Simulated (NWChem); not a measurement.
Atomisation of H3Ga

SMILES: [GaH3]
```xyz
4

Ga     0.0000     0.0000     0.0000
H      0.0000     0.0000     1.5735
H      1.3627     0.0000    -0.7868
H     -1.3627     0.0000    -0.7868
```
Charge 0, spin multiplicity 1.

Program: NWChem. Structure: optimised with B3LYP/def2-SVP, a minimum by its harmonic frequencies.

Basis set: def2-TZVP. The atomisation energy is electronic alone: no zero-point, thermal, spin-orbit or counterpoise terms. No value is extrapolated to the basis-set limit. Free atoms are single determinants with multiplicities Ga 2, H 2. Correlated methods freeze the same cores in atoms and molecule, 9 orbitals in all.

The Hamiltonian is non-relativistic. The correlated methods keep 9 core orbitals frozen. B3LYP has NWChem's definition, with VWN1-RPA local correlation. The structure started from a generated list of species. The stability of the SCF solutions was not checked. Open-shell Hartree-Fock references start from PBE0 orbitals.

Task: One of these methods gave an atomisation energy of 150.8 kcal/mol. Which?
A. HF
B. LDA (SVWN5)
C. MP2
D. TPSS

Result: A, HF. The others give 186.0 (MP2), 215.8 (LDA (SVWN5)), 204.0 (TPSS).
